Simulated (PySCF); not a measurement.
Simulated C 1s region for Ge(CCH)2Me2, `C#[C][Ge]([CH3])([CH3])[C]#C`, binding energy against the vacuum level.

Every computed line was given a Gaussian of 0.4 eV full width at half maximum and an area set by the number of equivalent atoms; the highest printed point is 100. Computed, not measured: delta-SCF UKS SCAN, pcX-2 on the ionised atom, pcseg-1 elsewhere, spin-free X2C in PySCF 2.14.0.

binding energy (eV), intensity and a bar:
```
    289.4          0 
    289.5          1 
    289.6          3 #
    289.7         11 ###
    289.8         28 #########
    289.9         56 #################
    290.0         85 #########################
    290.1        100 ##############################
    290.2         92 ############################
    290.3         65 ####################
    290.4         35 ###########
    290.5         14 ####
    290.6          4 #
    290.7          1 
    290.8          0
```

Q: How many maxima does the curve show, and how many computed lines lie under it?

A: The curve has 1 maximum (at 290.1 eV). Under it lie 3 lines from 3 inequivalent carbon sites. At this width some lines have no maximum of their own.

Q: Decompose the envelope and assign each component. Bonds: Ge1–C2, Ge1–C5, Ge1–C8, Ge1–C12, C2–C3, C5–C6. Hydrogens: H4 on C3; H7 on C6; H9, H10, H11 on C8; H13, H14, H15 on C12.

A: 
```tsv
position (eV)	relative area	line	atoms	environment
289.99	2	C 1s	C2/C5	carbon bonded to C and Ge
290.12	2	C 1s	C3/C6	carbon bonded to C and H
290.23	2	C 1s	C8/C12	carbon bonded to Ge and 3 H
```

The 3 C 1s values lie within 0.24 eV of each other; Gaussian lines of 0.5 eV full width would blend them into one maximum.

Shake-up satellites, vibrational structure and lifetime widths aren't simulated. The first atom of each set that the bonding makes equivalent was ionised and stands for the set. Spin contamination (⟨S²⟩ against 0.75 for a pure doublet) is marked for C 1s of C2/C5 (0.87), which makes this value less certain. Isolated species at its PBE0-D3(BJ)/def2-SVP geometry, gas phase.

Time: 35 s of wall time; peak memory 0.67 GiB. Hardware: Arm Neoverse V1, one thread, no GPU, shared host with 64 logical CPUs at a one-minute load of 30.
